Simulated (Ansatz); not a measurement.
Calculated with Ansatz (gas phase, PBE0-D4/def2-TZVP geometries, no zero-point term in ΔE). CCSD(T)/CBS adds triple-zeta CCSD(T) − MP2 to the extrapolated MP2 energy (def2 sets, frozen cores). Functionals use def2-TZVPP. Each species was taken in one conformer, which may not be the lowest.

Consider the isomerisation: `NC1C[SiH2]1` → `C=NC[SiH3]`.

Question: Is it downhill or uphill in electronic energy at CCSD(T)/CBS, and by how much? (Best estimate.)

Answer: Ansatz gave: Downhill: ΔE = -29.9 kJ/mol.

Question: What do these levels give: PBE0-D4, PBE, r2SCANh, CCSD(T)/def2-SVP, MP2/def2-QZVPP, HF/CBS(def2)? (Best estimate.)

Answer: Computed: PBE0-D4 -15.8, PBE -21.5, r2SCANh -20.6, CCSD(T)/def2-SVP -49.7, MP2/def2-QZVPP -21.0, HF/CBS(def2) -63.6 kJ/mol.

Largest T1 diagnostic among the species: 0.012.

From r2SCAN to r2SCAN0 (25 % exact exchange), in def2-TZVPP and without D4, ΔE moves by +5.4 kJ/mol. At CCSD(T), def2-SVP lies −19.8 kJ/mol from the extrapolated value and def2-TZVPP −6.4 kJ/mol.
